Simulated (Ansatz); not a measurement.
Basis-set extrapolation for CH2ClFOSi (`F[Si]1(Cl)CO1`) (PBE0-D4/def2-TZVP geometry, frozen core, the Gaussian-basis code of Ansatz). Multiplicity 1, RHF reference.

|  | def2-TZVPP | def2-QZVPP |
| --- | --- | --- |
| HF | -961.987279 | -962.019684 |
| MP2 correlation | -0.946500 | -1.029442 |
| CCSD(T) correlation | -1.010528 | not run |

Energies in hartree. Use E(X) = E(∞) + A·exp(−7.88·√X) for Hartree–Fock and E(X) = E(∞) + B·X^(−2.97) for correlation, with X = 3 and 4, and add CCSD(T) minus MP2 of the smaller set to the MP2 limit.

Problem. What is the CCSD(T) energy at the basis-set limit?

Solution. HF limit: -962.019684 + (-0.032405) × 0.13774 = -962.02415. MP2 limit: -1.029442 + (-0.082942) × 0.74074 = -1.09088. Higher-order term: -1.010528 − (-0.946500) = -0.06403. Total: -963.17906 hartree, 113.7 kcal/mol below CCSD(T)/def2-TZVPP.
